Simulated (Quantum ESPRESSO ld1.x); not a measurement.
S, 16 electrons, occupied as [Ne] 3s2 3p4.

Calculated with ld1.x of Quantum ESPRESSO 7.5: scalar-relativistic Kohn-Sham, exchange-only LDA, spin-polarised, spherical densities, point nucleus; open shells are filled with parallel spins first.

Energy parts (hartree):
| part | energy |
|---|---|
| total | -396.6395 |
| kinetic | 398.6544 |
| electron-nucleus | -949.0527 |
| Hartree | 176.7490 |
| exchange | -22.9903 |

Orbitals (lengths in bohr, moments of r in powers of bohr; <r^-3> diverges for s and p1/2):
orbital,occ.,eigenvalue (hartree),<r^2>,<r^-3>
1s up,1,-88.0123,0.01271,-
1s down,1,-88.0011,0.01270,-
2s up,1,-7.68534,0.2762,-
2s down,1,-7.67189,0.2755,-
2p up,3,-5.69139,0.2470,81.14
2p down,3,-5.67489,0.2461,81.18
3s up,1,-0.62335,3.345,-
3s down,1,-0.54012,3.432,-
3p up,3,-0.24908,5.157,5.612
3p down,1,-0.17379,5.803,5.250

The highest occupied level is 3p down at -4.729 eV. The density falls to 0.001 e/bohr^3 at r = 4.12 bohr. For comparison, the ionisation energy in NIST's Atomic Spectra Database is 10.360 eV (measured). In exact Kohn-Sham theory the highest level is minus the ionisation energy, but local and semilocal functionals leave it too shallow, through self-interaction and a potential that decays too fast; potentials with the right tail come closer. Spin moment in Bohr magnetons: 2.
